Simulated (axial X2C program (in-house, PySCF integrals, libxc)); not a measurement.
**Spin–orbit effects down a group: molecules with Zr, PBE0**

Calculated with an axial X2C code built on PySCF integrals, spin-free (one-electron X2C) or two-component (2c: spin–orbit coupling with atomic mean-field Coulomb and Gaunt terms, which also bring small scalar terms), in Dyall basis sets with cores contracted in-house; open shells are unrestricted.

Basis sets: O dyall-av3z, Se dyall-cv3z, Te dyall-cv3z, Zr dyall-cv3z.

| molecule | spin-free state | Re (Å) | ωe (cm⁻¹) | De (eV) | 2c state | Re 2c (Å) | ωe 2c (cm⁻¹) | De 2c (eV) |
| --- | --- | --- | --- | --- | --- | --- | --- | --- |
| ZrO | M_S = 1, Λ = 2 | 1.713 | 974.9 | 7.85 | Ω = 1 | 1.713 | 974.7 | n/a |
| ZrSe | M_S = 1, Λ = 2 | 2.312 | 373.4 | 5.13 | Ω = 1 | 2.313 | 372.7 | n/a |
| ZrTe | M_S = 1, Λ = 2 | 2.533 | 293.6 | 4.27 | Ω = 1 | 2.536 | 291.2 | n/a |

(1) Work out the shifts from the spin-free to the two-component result.

Each entry is the lowest single determinant of a limited PBE0 search at one distance. De goes to single-determinant-based atoms at the same level (for ions the charge split of lowest energy) and is withheld (n/a) where an atom does not fit its ground term or J level. Main or longest-lived isotopes. One determinant is a doubtful description, or other states lie close, for ZrO, ZrSe, ZrTe; these need not be ground states, and all values refer to the states named. With several unpaired electrons the Ω given is that of one determinant, not necessarily of the lowest component. The functionals have no current term, which raises determinants with orbital currents.

## Answers

(1) 

| molecule | 2c state | ΔRe (Å) | Δωe (cm⁻¹) | ΔDe (eV) |
| --- | --- | --- | --- | --- |
| ZrO | Ω = 1 | 0.000 | -0.2 | n/a |
| ZrSe | Ω = 1 | 0.001 | -0.7 | n/a |
| ZrTe | Ω = 1 | 0.003 | -2.4 | n/a |

Shifts of one unit in the last digit are rounding.
